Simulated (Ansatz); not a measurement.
Level of theory: PBE-D3(BJ)/def2-SVP (Ansatz, a program for electronic structure). No frequencies were computed at this level.

Ansatz 0.2 input:
```yaml
crystal:
  periodic: [false, false, false]
  atoms:
    - { symbol: Zn, position_ang: [0.000001, 0.0, -0.000002] }
    - { symbol: C, position_ang: [-1.608788, 0.850127, -0.927798] }
    - { symbol: H, position_ang: [-1.898579, 0.297771, -1.817589] }
    - { symbol: H, position_ang: [-1.401469, 1.870584, -1.238425] }
    - { symbol: H, position_ang: [-2.477522, 0.884667, -0.275945] }
    - { symbol: C, position_ang: [1.608793, -0.850127, 0.927789] }
    - { symbol: H, position_ang: [1.313259, -1.674669, 1.570901] }
    - { symbol: H, position_ang: [2.139614, -0.134225, 1.549493] }
    - { symbol: H, position_ang: [2.324714, -1.244129, 0.211532] }
basis:
  gaussian: { orbitals: def2-svp }
hamiltonian:
  xc: pbe
  dispersion: d3bj
relax:
  max_steps: 150
```

Output:

```
Functional definition: PBE
1022 factors; their error is unknown
mean field evaluation 1: about -50553.5685 eV, gradient 9.1e1 eV
mean field evaluation 2: about -50524.6760 eV, gradient 1.4e2 eV
mean field evaluation 4: about -50571.9393 eV, gradient 1.1e1 eV
mean field evaluation 8: about -50572.1639 eV, gradient 1.7e-2 eV
mean field evaluation 16: about -50572.1225 eV, gradient 4.1e-5 eV
mean field -50572.12254706 eV, -1858.4912245884 hartree, gradient 1.4e-5 eV, S^2 0.000000; 0 other end points of the search recorded, 0 dependent functions left out
reference -50572.12258813 eV, -1858.4912260978 hartree; 24, 24 occupied and 65, 65 virtual orbitals, 1022 factors
relax step   1: F+E_penalty+E_count = -50572.24527315 eV  Δ(F+E_penalty+E_count) = +0.000e0 eV  max|allowed force component| = 1.233e0 eV/Å  Δτ_max = 0.0000 Å  (27 SCF iters, accepted)
these checks for a lower state are left out or cut short: starts, cluster_reference, orbital_swaps, neighbouring_geometries, increment
1022 factors; their error is unknown
mean field -50572.26532677 eV, -1858.4964716460 hartree, gradient 1.4e-5 eV, S^2 0.000000; 0 other end points of the search recorded, 0 dependent functions left out
reference -50572.26536746 eV, -1858.4964731416 hartree; 24, 24 occupied and 65, 65 virtual orbitals, 1022 factors
relax step   2: F+E_penalty+E_count = -50572.38973588 eV  Δ(F+E_penalty+E_count) = -1.445e-1 eV  max|allowed force component| = 5.370e-1 eV/Å  Δτ_max = 0.0752 Å  (28 SCF iters, accepted)
these checks for a lower state are left out or cut short: starts, cluster_reference, orbital_swaps, neighbouring_geometries, increment
1022 factors; their error is unknown
mean field evaluation 32: about -50572.2838 eV, gradient 1.3e-5 eV
mean field -50572.28383139 eV, -1858.4971516784 hartree, gradient 1.3e-5 eV, S^2 0.000000; 0 other end points of the search recorded, 0 dependent functions left out
reference -50572.28387186 eV, -1858.4971531656 hartree; 24, 24 occupied and 65, 65 virtual orbitals, 1022 factors
relax step   3: F+E_penalty+E_count = -50572.40910014 eV  Δ(F+E_penalty+E_count) = -1.936e-2 eV  max|allowed force component| = 7.411e-2 eV/Å  Δτ_max = 0.0356 Å  (28 SCF iters, accepted)
these checks for a lower state are left out or cut short: starts, cluster_reference, orbital_swaps, neighbouring_geometries, increment
1022 factors; their error is unknown
mean field -50572.28464809 eV, -1858.4971816914 hartree, gradient 1.3e-5 eV, S^2 0.000000; 0 other end points of the search recorded, 0 dependent functions left out
reference -50572.28468852 eV, -1858.4971831775 hartree; 24, 24 occupied and 65, 65 virtual orbitals, 1022 factors
relax step   4: F+E_penalty+E_count = -50572.40976854 eV  Δ(F+E_penalty+E_count) = -6.684e-4 eV  max|allowed force component| = 3.103e-2 eV/Å  Δτ_max = 0.0089 Å  (28 SCF iters, accepted)
these checks for a lower state are left out or cut short: starts, cluster_reference, orbital_swaps, neighbouring_geometries, increment
1022 factors; their error is unknown
mean field -50572.28472721 eV, -1858.4971845994 hartree, gradient 2.3e-5 eV, S^2 0.000000; 0 other end points of the search recorded, 0 dependent functions left out
reference -50572.28476766 eV, -1858.4971860856 hartree; 24, 24 occupied and 65, 65 virtual orbitals, 1022 factors
relax step   5: F+E_penalty+E_count = -50572.40989661 eV  Δ(F+E_penalty+E_count) = -1.281e-4 eV  max|allowed force component| = 7.846e-4 eV/Å  Δτ_max = 0.0022 Å  (21 SCF iters, accepted)
1022 factors; their error is unknown
mean field evaluation 64: about -50572.2847 eV, gradient 4.0e-5 eV
mean field -50572.28472721 eV, -1858.4971845994 hartree, gradient 2.3e-5 eV, S^2 0.000000; 1 other end points of the search recorded, 0 dependent functions left out
reference -50572.28476766 eV, -1858.4971860856 hartree; 24, 24 occupied and 65, 65 virtual orbitals, 1022 factors
Total energy: -50572.40993705 eV, -1858.5017859761 hartree
Atom 0 at    -0.000012    -0.000009     0.000013 Å, force     0.000018     0.000012    -0.000020 eV/Å
Atom 1 at    -1.533643     0.810419    -0.884457 Å, force    -0.000691     0.000377    -0.000409 eV/Å
Atom 2 at    -1.822660     0.244802    -1.795124 Å, force     0.000162     0.000621     0.000632 eV/Å
Atom 3 at    -1.317926     1.854140    -1.195711 Å, force    -0.000370    -0.000785     0.000282 eV/Å
Atom 4 at    -2.419481     0.839157    -0.215704 Å, force     0.000555    -0.000042    -0.000687 eV/Å
Atom 5 at     1.533644    -0.810422     0.884452 Å, force     0.000706    -0.000367     0.000392 eV/Å
Atom 6 at     1.225678    -1.649203     1.543517 Å, force     0.000402     0.000691    -0.000378 eV/Å
Atom 7 at     2.074807    -0.073714     1.514665 Å, force    -0.000251    -0.000681    -0.000533 eV/Å
Atom 8 at     2.259615    -1.215171     0.148305 Å, force    -0.000531     0.000173     0.000721 eV/Å
Dipole moment:    -0.000002    -0.000002     0.000003 e Å
```

Cost: about 11 core-seconds (a rough figure).
